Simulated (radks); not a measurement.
Results of a calculation; reference values are marked as such.
Ge III, 30 electrons, occupied as [Ar] 3d10 4s2 (the NIST ground configuration).

Level of theory: scalar-relativistic Kohn-Sham, r2SCAN, spin-polarised, spherical densities, finite nucleus; meta-GGA in the generalised Kohn-Sham scheme; Fermi nuclear charge, rms radius 4.0742 fm (a radial shooting solver on a logarithmic mesh with Libxc functionals).

Energy parts (hartree):
total: -2098.32358
kinetic: 2136.42892
electron-nucleus: -5035.42522
Hartree: 880.00683
exchange-correlation: -79.33410

Orbitals (lengths in bohr, moments of r in powers of bohr; r(90%) holds 90 % of the orbital's charge):
| orbital | occ. | eigenvalue (hartree) | <r> | <r^2> | r(90%) | <1/r> |
|---|---|---|---|---|---|---|
| 1s | 2 | -404.6998 | 0.04701 | 0.002975 | 0.0840 | 32.38 |
| 2s | 2 | -51.59779 | 0.2097 | 0.05191 | 0.324 | 7.123 |
| 2p | 6 | -45.10875 | 0.1837 | 0.04134 | 0.300 | 6.968 |
| 3s | 2 | -7.11528 | 0.6233 | 0.4479 | 0.932 | 2.285 |
| 3p | 6 | -5.10656 | 0.6464 | 0.4915 | 0.993 | 2.129 |
| 3d | 10 | -1.83733 | 0.7300 | 0.6795 | 1.23 | 1.786 |
| 4s | 2 | -1.08584 | 1.943 | 4.288 | 2.87 | 0.6716 |

The highest occupied level is 4s at -29.547 eV. The density falls to 0.001 e/bohr^3 at r = 3.41 bohr. Summed over all electrons, <r^2> = 19.57 bohr^2, which gives a Langevin (diamagnetic) susceptibility term of -15.5 x 10^-6 cm^3/mol. The electron density at the nucleus is 3.207e+04 e/bohr^3 (large components only).
